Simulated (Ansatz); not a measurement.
This geometry of BClH$_{2}$S$_{2}$ (6 atoms, charge 0, multiplicity 1) is a first-order saddle point.

Level of theory: RKS PBE-D4/def2-SVP in Ansatz.

```xyz
6
Properties=species:S:1:pos:R:3
S -0.098 0.982 -1.255
B -0.116 -0.532 -0.175
S 0.926 -0.706 1.284
Cl -1.134 -1.922 -0.569
H -1.053 1.596 -0.501
H 1.517 0.517 1.170
```

Q: Which two structures does it join? (They come from a converged band through this point; their orientation in space is the band's.)

A: No bond is made or broken. The dihedral H5–S1–B2–Cl4 goes from 0 to -180°.

First end point:

```xyz
6
Properties=species:S:1:pos:R:3
S -0.171 1.339 -0.601
B -0.131 -0.366 0.007
S 1.132 -0.919 1.179
Cl -1.317 -1.576 -0.510
H -1.260 1.185 -1.405
H 1.789 0.272 1.283
```

Last end point:

```xyz
6
Properties=species:S:1:pos:R:3
S -0.889 0.909 -1.018
B -0.354 -0.559 -0.103
S 1.042 -0.720 1.039
Cl -1.319 -2.023 -0.356
H 0.068 1.766 -0.565
H 1.494 0.563 0.957
```

Q: How far does it lie above each of them?

A: 0.42 eV above the first and 0.37 eV above the second. This is the barrier of this one path; another mechanism may lie lower.

The run took 4.6 min on 1 CPU thread of a shared host.
